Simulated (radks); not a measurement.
Results of a calculation; reference values are marked as such.
Valence configurations of Pb+. Level of theory: Dirac Kohn-Sham, BLYP, spin-unpolarised, spherical densities, finite nucleus; open shells fill j = l - 1/2 first; Fermi nuclear charge, rms radius 5.5012 fm (a radial shooting solver on a logarithmic mesh with Libxc functionals). Energies are relative to [Hg] 6p1; eigenvalues in eV.

valence                     E (eV)  e(4f5/2)  e(4f7/2)  e(5d3/2)  e(5d5/2)  e(6p1/2)
[Hg] 6p1                     0.000   -142.25   -137.21   -29.662   -27.071   -10.930
[Xe] 4f13.5 5d10 6s2 6p1.5  65.295   -151.69   -146.59   -32.648   -29.904   -11.663
[Xe] 4f14 5d9.5 6s2 6p1.5    8.405   -145.01   -139.98   -31.741   -29.088   -11.609
[Xe] 4f13.5 5d10 6s1.5 6p2  69.418   -152.35   -147.25   -33.253   -30.501   -11.967
[Xe] 4f14 5d10 6s1 6p2       7.933   -143.59   -138.55   -30.898   -28.290   -11.556
[Xe] 4f13 5d9.5 6s2 6p2.5   146.65   -164.55   -159.37   -38.157   -35.196   -13.245
[Xe] 4f13.5 5d9.5 6s2 6p2   74.758   -154.51   -149.40   -34.745   -31.939   -12.328
[Xe] 4f14 5d10 6s1.5 6p1.5   3.944   -142.92   -137.89   -30.288   -27.689   -11.249
[Xe] 4f14 5d9 6s2 6p2       17.479   -147.79   -142.75   -33.802   -31.088   -12.268
[Xe] 4f13.5 5d8.5 6s2 6p3   98.166   -160.91   -155.80   -39.587   -36.651   -14.009

NIST lists [Hg] 6p1 as the ground configuration; this level of theory agrees among the configurations tried. The energies are those of spherical spin-averaged densities, not of single terms.
